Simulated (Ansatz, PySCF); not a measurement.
Molecule: C4H9O, net charge 0, doublet state. SMILES: COC([CH2])C
Coordinates optimised at B3LYP-D3(BJ)/def2-TZVP (Ansatz, a first-principles code):
```
C
H 1 1.1017
O 1 1.4254 2 108.80
C 3 1.4125 1 113.80 2 -51.90
H 4 1.0889 3 107.06 1 178.30
H 4 1.0957 5 109.13 3 -121.38
H 4 1.0980 5 109.02 6 -118.24
C 1 1.4880 2 109.18 3 -122.56
H 8 1.0812 1 120.97 2 -33.98
H 8 1.0821 9 118.87 1 170.10
C 1 1.5301 2 108.31 3 115.02
H 11 1.0903 1 110.57 2 61.55
H 11 1.0905 12 108.72 1 -120.74
H 11 1.0911 12 109.05 13 -118.46
```
Charge 0, spin multiplicity 2.

Unscaled harmonic wavenumbers (cm⁻¹) in rising order, each level at the stationary point that it reaches from this structure (no distance between atoms moves by over 0.3 Å); the order of modes can differ between levels, and a negative number is imaginary. B3LYP-D3(BJ)/def2-TZVP (PySCF, at the structure above): 116, 167, 195, 236, 281, 334, 465, 474, 569, 816, 917, 939, 1044, 1127, 1134, 1145, 1177, 1230, 1332, 1371, 1396, 1449, 1473, 1483, 1485, 1495, 1509, 2937, 2977, 3025, 3038, 3109, 3113, 3115, 3142, 3249.

HF/3-21G (Ansatz): 122, 200, 216, 249, 288, 353, 474, 481, 584, 850, 981, 1005, 1110, 1213, 1233, 1242, 1268, 1330, 1476, 1502, 1559, 1577, 1630, 1654, 1669, 1674, 1697, 3173, 3180, 3211, 3228, 3277, 3287, 3287, 3295, 3407. Zero-point energy 81.5 against 75.9 kcal/mol; where all levels lie over 400 cm⁻¹, the wavenumbers are on average 1.075 times those of B3LYP-D3(BJ)/def2-TZVP.

HF/6-31G* (Ansatz): 114, 204, 208, 262, 307, 353, 496, 501, 591, 888, 995, 1024, 1154, 1241, 1246, 1284, 1298, 1372, 1481, 1520, 1556, 1589, 1630, 1633, 1644, 1646, 1663, 3157, 3183, 3211, 3236, 3279, 3287, 3301, 3312, 3416. Zero-point energy 81.9 against 75.9 kcal/mol; where all levels lie over 400 cm⁻¹, the wavenumbers are on average 1.086 times those of B3LYP-D3(BJ)/def2-TZVP.

B3LYP/6-31G* (Ansatz): 119, 185, 199, 240, 283, 330, 461, 471, 561, 822, 922, 945, 1052, 1141, 1151, 1157, 1190, 1242, 1348, 1390, 1421, 1471, 1499, 1512, 1513, 1526, 1540, 2952, 2992, 3043, 3056, 3131, 3132, 3137, 3163, 3267. Zero-point energy 76.6 against 75.9 kcal/mol; where all levels lie over 400 cm⁻¹, the wavenumbers are on average 1.009 times those of B3LYP-D3(BJ)/def2-TZVP.
